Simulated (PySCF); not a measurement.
## Calculated NMR data

PySCF calculation with structure optimised with PBE0-D3(BJ)/def2-SVP, J: B3LYP/pcJ-1 (spin–dipole term left out of most H,H and C,H couplings) and PBE0/pcSseg-1 with gauge-including orbitals; non-relativistic Hamiltonian, no solvent model, rapidly exchanging positions averaged, a single conformation.

Chemical shifts δ = σref − σ; TMS for 1H (σ = 31.27 ppm), 13C (σ = 184.41 ppm), all at this level. Multiplet labels drop J under 1 Hz and among equivalent protons, and merge close values. Unscaled 3J(H,H) run several per cent high. Splittings of carbon signals by F and P are missing where no couplings were computed. Where no couplings were computed, multiplicities follow the n + 1 count of equivalent neighbours, and m marks all less simple cases (inequivalent or close neighbours, rings, F or P nearby). One-bond C–F couplings are unscaled and too large by tens of Hz. Shifts are as computed. Against solution values, carbons near 30 ppm lie about +2 ppm off and those near 130 ppm about +5 ppm. Of 1211 compounds with measured shifts, 218 miss one by over three times the rms of a fit or turn the order of signals round; such compounds aren't used in these exercises.

**1.** SMILES CCC=C1C(F)=C1F, C6H6F2. 1H NMR (600 MHz, computed): δ 3.85 (ddt, J = 10.5, 8.7, 8.6 Hz, 1H), 1.96 (quint, J = 8.4 Hz, 2H), 0.99 (t, J = 8.3 Hz, 3H). 13C{1H} NMR (computed): δ 126.7 (C, dd, J = 3.4, 2.0 Hz), 123.2 (C, dd, J = 526.9, 25.7 Hz), 122.4 (C, dd, J = 525.1, 26.0 Hz), 78.2 (CH, d, J = 1.5 Hz), 26.9 (CH2), 18.6 (CH3).

**2.** SMILES F[CH2][AlH2-][n+]1ccccc1, C6H9AlFN. 1H NMR (600 MHz, computed): δ 8.99 (d, 2H), 8.02 (t, 1H), 7.58 (m, 2H), 4.52 (br, 2H), 4.35 (m, 2H). 13C{1H} NMR (computed): δ 155.2, 146.1, 130.5, 80.1.
